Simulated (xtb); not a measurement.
Input file for xtb: GFN2-xTB on C5H6O (SMILES C=CC(=O)C=C).

```
$ xtb mol.xyz --gfn 2 --sp --chrg 0 --uhf 0
12

C     -2.06103903    -0.41072451     0.06641205
C     -1.37645999     0.64204422    -0.37487605
C      0.09845386     0.75431835    -0.48681999
O      0.58178140     1.78954401    -0.91171666
C      0.95503337    -0.39460516    -0.07973909
C      2.27950973    -0.32732759    -0.16766537
H     -1.58498307    -1.32299305     0.39916020
H     -3.14249603    -0.39217323     0.10948370
H     -1.89469108     1.53757355    -0.69925539
H      0.47839827    -1.29167569     0.29147372
H      2.91112779    -1.15541592     0.12520465
H      2.75536479     0.57143499    -0.53971709
```

Program output:

```
[...]
           -------------------------------------------------
          |                Calculation Setup                |
           -------------------------------------------------



           -------------------------------------------------
          |                 G F N 2 - x T B                 |
           -------------------------------------------------

        Reference                      10.1021/acs.jctc.8b01176
      * Hamiltonian:
        H0-scaling (s, p, d)           1.850000    2.230000    2.230000
        zeta-weighting                 0.500000
      * Dispersion:
        s8                             2.700000
        a1                             0.520000
        a2                             5.000000
        s9                             5.000000
      * Repulsion:
        kExp                           1.500000    1.000000
        rExp                           1.000000
      * Coulomb:
        alpha                          2.000000
        third order                    shell-resolved
        anisotropic                    true
        a3                             3.000000
        a5                             4.000000
        cn-shift                       1.200000
        cn-exp                         4.000000
        max-rad                        5.000000


          ...................................................
          :                      SETUP                      :
          :.................................................:
          :  # basis functions                  30          :
          :  # atomic orbitals                  30          :
          :  # shells                           18          :
          :  # electrons                        32          :
          :  max. iterations                   250          :
          :  Hamiltonian                  GFN2-xTB          :
          :  restarted?                      false          :
          :  GBSA solvation                  false          :
          :  PC potential                    false          :
          :  electronic temp.          300.0000000     K    :
          :  accuracy                    1.0000000          :
          :  -> integral cutoff          0.2500000E+02      :
          :  -> integral neglect         0.1000000E-07      :
          :  -> SCF convergence          0.1000000E-05 Eh   :
          :  -> wf. convergence          0.1000000E-03 e    :
          :  Broyden damping             0.4000000          :
          :  net charge                          0          :
          :  unpaired electrons                  0          :
          ...................................................

 iter      E             dE          RMSdq      gap      omega  full diag
   1    -17.9766839 -0.179767E+02  0.568E+00    3.04       0.0  T
   2    -18.0080027 -0.313188E-01  0.303E+00    2.31       1.0  T
   3    -18.0024892  0.551352E-02  0.198E+00    2.82       1.0  T
   4    -18.0132054 -0.107162E-01  0.524E-01    2.54       1.0  T
   5    -18.0155144 -0.230907E-02  0.165E-01    2.57       1.0  T
   6    -18.0157127 -0.198228E-03  0.549E-02    2.56       1.0  T
   7    -18.0157202 -0.750451E-05  0.245E-02    2.56       1.2  T
   8    -18.0157192  0.918444E-06  0.127E-02    2.56       2.3  T
   9    -18.0157207 -0.149996E-05  0.226E-03    2.56      12.8  T
  10    -18.0157207  0.150868E-08  0.140E-03    2.56      20.7  T
  11    -18.0157208 -0.120332E-07  0.246E-04    2.56     117.5  T
  12    -18.0157208 -0.193147E-09  0.139E-04    2.56     207.3  T

   *** convergence criteria satisfied after 12 iterations ***

         #    Occupation            Energy/Eh            Energy/eV
      -------------------------------------------------------------
         1        2.0000           -0.7027179             -19.1219
       ...           ...                  ...                  ...
        10        2.0000           -0.4941404             -13.4462
        11        2.0000           -0.4905057             -13.3473
        12        2.0000           -0.4669554             -12.7065
        13        2.0000           -0.4527036             -12.3187
        14        2.0000           -0.4381176             -11.9218
        15        2.0000           -0.4349643             -11.8360
        16        2.0000           -0.3949612             -10.7474 (HOMO)
        17                         -0.3009014              -8.1879 (LUMO)
        18                         -0.2325313              -6.3275
        19                         -0.1449415              -3.9441
        20                          0.0668116               1.8180
        21                          0.0908531               2.4722
       ...                                ...                  ...
        30                          0.6801401              18.5076
      -------------------------------------------------------------
                  HL-Gap            0.0940597 Eh            2.5595 eV
             Fermi-level           -0.3479313 Eh           -9.4677 eV

 SCC (total)                   0 d,  0 h,  0 min,  0.009 sec
 SCC setup                      ...        0 min,  0.000 sec (  1.694%)
 Dispersion                     ...        0 min,  0.000 sec (  1.186%)
 classical contributions        ...        0 min,  0.000 sec (  0.401%)
 integral evaluation            ...        0 min,  0.001 sec ( 14.053%)
 iterations                     ...        0 min,  0.004 sec ( 47.387%)
 molecular gradient             ...        0 min,  0.003 sec ( 33.144%)
 printout                       ...        0 min,  0.000 sec (  1.940%)

         :::::::::::::::::::::::::::::::::::::::::::::::::::::
         ::                     SUMMARY                     ::
         :::::::::::::::::::::::::::::::::::::::::::::::::::::
         :: total energy             -17.740674780930 Eh    ::
         :: gradient norm              0.012191648246 Eh/a0 ::
         :: HOMO-LUMO gap              2.559495020656 eV    ::
         ::.................................................::
         :: SCC energy               -18.015717979884 Eh    ::
         :: -> isotropic ES            0.026349138805 Eh    ::
         :: -> anisotropic ES          0.001322537138 Eh    ::
         :: -> anisotropic XC          0.011910767527 Eh    ::
         :: -> dispersion             -0.006784799417 Eh    ::
         :: repulsion energy           0.275043198954 Eh    ::
         :: add. restraining           0.000000000000 Eh    ::
         :: total charge               0.000000000000 e     ::
         :::::::::::::::::::::::::::::::::::::::::::::::::::::

           -------------------------------------------------
          |                Property Printout                |
           -------------------------------------------------

    * Orbital Energies and Occupations

         #    Occupation            Energy/Eh            Energy/eV
      -------------------------------------------------------------
         1        2.0000           -0.7027179             -19.1219
       ...           ...                  ...                  ...
         4        2.0000           -0.6064304             -16.5018
         5        2.0000           -0.5840680             -15.8933
         6        2.0000           -0.5540707             -15.0770
         7        2.0000           -0.5410491             -14.7227
         8        2.0000           -0.5298231             -14.4172
         9        2.0000           -0.5266215             -14.3301
        10        2.0000           -0.4941404             -13.4462
        11        2.0000           -0.4905057             -13.3473
        12        2.0000           -0.4669554             -12.7065
        13        2.0000           -0.4527036             -12.3187
        14        2.0000           -0.4381176             -11.9218
        15        2.0000           -0.4349643             -11.8360
        16        2.0000           -0.3949612             -10.7474 (HOMO)
        17                         -0.3009014              -8.1879 (LUMO)
        18                         -0.2325313              -6.3275
        19                         -0.1449415              -3.9441
        20                          0.0668116               1.8180
        21                          0.0908531               2.4722
        22                          0.1250043               3.4015
        23                          0.1609601               4.3799
        24                          0.1761556               4.7934
        25                          0.2373507               6.4586
        26                          0.3751529              10.2084
        27                          0.4050090              11.0209
       ...                                ...                  ...
        30                          0.6801401              18.5076
      -------------------------------------------------------------
                  HL-Gap            0.0940597 Eh            2.5595 eV
             Fermi-level           -0.3479313 Eh           -9.4677 eV

     #   Z          covCN         q      C6AA      α(0)
     1   6 C        2.835    -0.067    29.653     8.924
     2   6 C        2.887    -0.047    29.176     8.856
     3   6 C        2.822     0.231    23.168     7.887
     4   8 O        0.858    -0.364    20.969     6.139
     5   6 C        2.886    -0.051    29.274     8.870
     6   6 C        2.839    -0.056    29.390     8.884
     7   1 H        0.925     0.055     2.257     2.350
     8   1 H        0.925     0.056     2.246     2.344
     9   1 H        0.925     0.066     2.134     2.284
    10   1 H        0.925     0.047     2.354     2.399
    11   1 H        0.925     0.054     2.269     2.355
    12   1 H        0.925     0.077     2.011     2.218

 Mol. C6AA /au·bohr⁶  :       1593.512253
 Mol. C8AA /au·bohr⁸  :      37534.060674
 Mol. α(0) /au        :         63.510296


Wiberg/Mayer (AO) data.
largest (>0.10) Wiberg bond orders for each atom

 ---------------------------------------------------------------------------
     #   Z sym  total        # sym  WBO       # sym  WBO       # sym  WBO
 ---------------------------------------------------------------------------
     1   6 C    3.987 --     2 C    1.918     8 H    0.975     7 H    0.969
     2   6 C    3.987 --     1 C    1.918     3 C    1.038     9 H    0.962
     3   6 C    3.932 --     4 O    1.785     2 C    1.038     5 C    1.032
     4   8 O    2.058 --     3 C    1.785
     5   6 C    3.990 --     6 C    1.918     3 C    1.032    10 H    0.962
     6   6 C    3.982 --     5 C    1.918    11 H    0.976    12 H    0.970
     7   1 H    0.997 --     1 C    0.969
     8   1 H    0.997 --     1 C    0.975
     9   1 H    0.995 --     2 C    0.962
    10   1 H    0.998 --     5 C    0.962
    11   1 H    0.996 --     6 C    0.976
    12   1 H    0.994 --     6 C    0.970
 ---------------------------------------------------------------------------

Topologies differ in total number of bonds
Writing topology from bond orders to xtbtopo.mol

molecular dipole:
                 x           y           z       tot (Debye)
 q only:       -0.301      -0.973       0.392
   full:       -0.389      -1.151       0.465       3.306
molecular quadrupole (traceless):
                xx          xy          yy          xz          yz          zz
 q only:        5.577      -2.206      -4.005       0.733       1.960      -1.572
  q+dip:        7.497      -2.920      -3.676       0.847       0.949      -3.821
   full:        6.057      -2.942      -4.616       1.062       2.476      -1.441


           -------------------------------------------------
          | TOTAL ENERGY              -17.740674780930 Eh   |
          | GRADIENT NORM               0.012191648246 Eh/α |
          | HOMO-LUMO GAP               2.559495020656 eV   |
Note: The following floating-point exceptions are signalling: IEEE_UNDERFLOW_FLAG IEEE_DENORMAL
normal termination of xtb
           -------------------------------------------------

------------------------------------------------------------------------
------------------------------------------------------------------------
 total:
 SCF:
```

The run finished.

Cost: roughly 0.06 core-seconds.
